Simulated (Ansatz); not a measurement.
Total energies of (CuSH)4 ring (Cu₄H₄S₄) from Ansatz at ωB97X-V/def2-TZVP, gas phase (1 Eh = 27.2114 eV = 2625.5 kJ/mol). The reference geometry is relaxed at r2SCAN-D4/def2-SVP.

Cartesian coordinates in Å:
```
Cu -1.495 -0.402 -0.853
S -1.652 -2.351 0.178
Cu -0.574 -0.876 1.422
S 0.451 0.522 2.794
Cu 1.496 0.403 0.849
S 2.675 0.317 -1.019
Cu 0.576 0.877 -1.426
S -1.474 1.514 -1.955
H -2.884 -2.164 0.720
H 1.200 -0.403 3.451
H 3.179 1.578 -0.956
H -1.498 0.986 -3.207
```

```tsv
state	geometry	energy (Eh)
charge 0 singlet	reference	-8156.78772
charge 1 doublet	reference	-8156.46084
free Cu atom (doublet)	–	-1640.32118
free S atom (triplet)	–	-398.04826
free H atom (doublet)	–	-0.50049
```

Task: Work out the vertical ionisation energy to the doublet.

Result: E(charge 1 doublet) − E(charge 0 singlet) = -8156.46084 − (-8156.78772) = 0.32688 Eh = 8.89 eV. For comparison, −ε of the highest occupied level is 9.25 eV at this level, 0.36 eV more.

Task: What is the binding energy per atom against free atoms?

Result: Atoms: 4 × (-1640.32118) + 4 × (-398.04826) + 4 × (-0.50049) = -8155.47972 Eh. Binding: -8155.47972 − (-8156.78772) = 1.30800 Eh = 35.59 eV, or 2.97 eV for each of 12 atoms (no zero-point energy, no counterpoise term).
